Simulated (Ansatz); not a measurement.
Geometry optimisation, Ansatz, RKS PBE0-D4/STO-3G.

Input:

```yaml
crystal:
  periodic: [false, false, false]
  atoms:
    - { symbol: O, position_ang: [1.9197, 0.0055, -0.1494] }
    - { symbol: C, position_ang: [0.7089, -0.6879, -0.4377] }
    - { symbol: Al, position_ang: [-0.9453, 0.3563, 0.0707] }
    - { symbol: O, position_ang: [-1.9769, -0.2922, 1.3601] }
    - { symbol: Cl, position_ang: [-1.3242, 2.2979, -0.8863] }
    - { symbol: H, position_ang: [1.941, 0.7576, -0.8715] }
    - { symbol: H, position_ang: [0.7558, -1.6197, 0.161] }
    - { symbol: H, position_ang: [0.7007, -0.9336, -1.5228] }
    - { symbol: H, position_ang: [-1.6913, 0.0698, 2.2587] }
basis:
  gaussian: { orbitals: STO-3G }
hamiltonian:
  xc: pbe0
  dispersion: d4
relax:
  f_tol: 0.015
  max_steps: 40
output:
  orbitals: {}
```

Command:

```bash
$ ansatz run input.yaml --threads 1 --pin off --max-ram 2048MiB --backend cpu --events-out ev --progress --plain --runs-dir out
```

Problem. Where does it end, and by what steps?

Solution. The run converged. Limits of this set-up: minimal basis. After 11 steps the energy has fallen by 0.793 eV; H9 moved furthest, 0.98 Å.

| step | energy less start (eV) | largest force component (eV/Å) | accepted |
| --- | --- | --- | --- |
| 0 | 0.0000 | 2.098 | yes |
| 1 | -0.3884 | 0.970 | yes |
| 2 | -0.4535 | 1.449 | yes |
| 3 | -0.5025 | 2.180 | yes |
| 4 | -0.6757 | 0.854 | yes |
| 5 | -0.7469 | 0.444 | yes |
| 6 | -0.7575 | 0.306 | yes |
| 7 | -0.7812 | 0.578 | yes |
| 8 | -0.7906 | 0.221 | yes |
| 9 | -0.7922 | 0.066 | yes |
| 10 | -0.7926 | 0.031 | yes |
| 11 | -0.7927 | 0.012 | yes |

```xyz
9
Properties=species:S:1:pos:R:3
O 2.036 0.045 -0.472
C 0.766 -0.692 -0.426
Al -0.720 0.269 0.329
O -1.766 -0.377 1.480
Cl -1.064 2.238 -0.279
H 1.813 0.806 -1.117
H 0.972 -1.582 0.195
H 0.503 -1.088 -1.430
H -2.452 0.335 1.704
```

Whether the end is a true minimum wasn't checked by a vibrational analysis.

The run took 63 s on 1 thread of Intel(R) Xeon(R) Processor @ 2.50GHz (Skylake/Cascade Lake), on a shared host, peak memory 0.16 GiB.
